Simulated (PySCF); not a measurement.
Predicted microwave data (CAM-B3LYP/def2-SVPD in PySCF (dipole) on a GFN2-xTB geometry, gas phase) for one isomer of C7H7NS:

```
Rotational constants : A = 1778, B = 1511, C = 822.8 MHz
Dipole components    : |μa| = 0.95 D, |μb| = 2.48 D, |μc| = 0.51 D
Inertial defect      : -4.44 u·Å²
κ                    : 0.44
```

Question: Which candidate fits, each taken in the one conformer that was computed?
A. `[CH2:1]=[N:2][c:3]1[cH:4][cH:5][cH:6][cH:7][c:8]1[SH:9]` with C1–N2–C3–C4 -33°, C7–C8–S9–H -173°
B. `[CH3:1][CH2:2][c:3]1[cH:4][c:5]([C:6]#[N:7])[cH:8][s:9]1` with C1–C2–C3–C4 106°
C. `[CH3:1][NH:2][C:3](=[S:4])[C:5]#[C:6][C:7]1=[CH:8][CH2:9]1` with C1–N2–C3–S4 178°
D. `[N:1]#[C:2][C@@:3]12[C@H:4]3[C@@H:5]([SH:6])[C@@H:7]1[CH2:8][C@@H:9]23` with C4–C5–S6–H 48°

Answer: A. It is C=Nc1ccccc1S, an asymmetric top, point group C1. The candidates at the same level (rigid rotor, commonest isotopes):

```json
{"SMILES": "N#C[C@@]12[C@H]3[C@@H](S)[C@@H]1C[C@H]32", "A (MHz)": "1998", "B (MHz)": "1323", "C (MHz)": "940.3", "μa (D)": "1.12", "μb (D)": "4.28", "μc (D)": "0.52", "Δ (u·Å²)": "-97.48", "point group": "C1", "rotor": "asymmetric top"}
{"SMILES": "CNC(=S)C#CC1=CC1", "A (MHz)": "2396", "B (MHz)": "642.7", "C (MHz)": "526.0", "μa (D)": "1.24", "μb (D)": "4.64", "μc (D)": "0.19", "Δ (u·Å²)": "-36.53", "point group": "C1", "rotor": "asymmetric top"}
{"SMILES": "CCc1cc(C#N)cs1", "A (MHz)": "3132", "B (MHz)": "849.4", "C (MHz)": "705.8", "μa (D)": "4.85", "μb (D)": "0.73", "μc (D)": "0.30", "Δ (u·Å²)": "-40.34", "point group": "C1", "rotor": "asymmetric top"}
{"SMILES": "C=Nc1ccccc1S", "A (MHz)": "1778", "B (MHz)": "1511", "C (MHz)": "822.8", "μa (D)": "0.95", "μb (D)": "2.48", "μc (D)": "0.51", "Δ (u·Å²)": "-4.44", "point group": "C1", "rotor": "asymmetric top"}
```

`N#C[C@@]12[C@H]3[C@@H](S)[C@@H]1C[C@H]32` has C 14 % too high; `CNC(=S)C#CC1=CC1` has B 57 % too low; `CCc1cc(C#N)cs1` has A 76 % too high. No structure here is proved a minimum.
